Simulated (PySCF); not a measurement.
# Bond curve of RbCa

Set-up: Rb x2c-TZVPall, Ca x2c-TZVPall; spin-free X2C with a Gaussian nucleus (PySCF 2.14). Energies in eV from Rb + Ca in their ground configurations at the same level. State: ²Σ⁺ (doublet), unpaired electrons σ ↑.

| R (Å) | PBE0 |
| --- | --- |
| 3.822 | -0.1008 |
| 4.000 | -0.1637 |
| 4.177 | -0.1976 |
| 4.311 | -0.2093 |
| 4.444 | -0.2123 |
| 4.577 | -0.2091 |
| 4.755 | -0.1980 |
| 4.977 | -0.1779 |
| 5.244 | -0.1501 |
| 5.599 | -0.1134 |

**Question.** Put a parabola through the three lowest points of the PBE0 curve and estimate Re, k and ωe (reduced mass 27.17 u; 1 eV/Å² = 0.16022 mdyn/Å; ωe = 1302.8·√(k/μ) cm⁻¹).

**Answer.** Through R = 4.311, 4.444, 4.577 Å the second-order coefficient is 0.175 eV/Å², so Re ≈ 4.442 Å, k ≈ 0.0562 mdyn/Å and ωe ≈ 59 cm⁻¹. A polynomial fit of higher order to the unrounded PBE0 energies gives Re = 4.435 Å, k = 0.0579 mdyn/Å, ωe = 60.1 cm⁻¹; anharmonicity and rounding make the difference.

The higher-order fit for each curve: PBE0: Re = 4.435 Å, ωe = 60.1 cm⁻¹, De = 0.212 eV.

The bond is weak. Basis-set superposition, not corrected here, can be much of De in a small basis, most of all at correlated wavefunction levels. Functionals without a dispersion term scatter widely for such bonds, and LDA overbinds them. Spin–orbit coupling is left out. The state is the lowest determinant that a PBE0 search found; another state may lie lower at other levels.
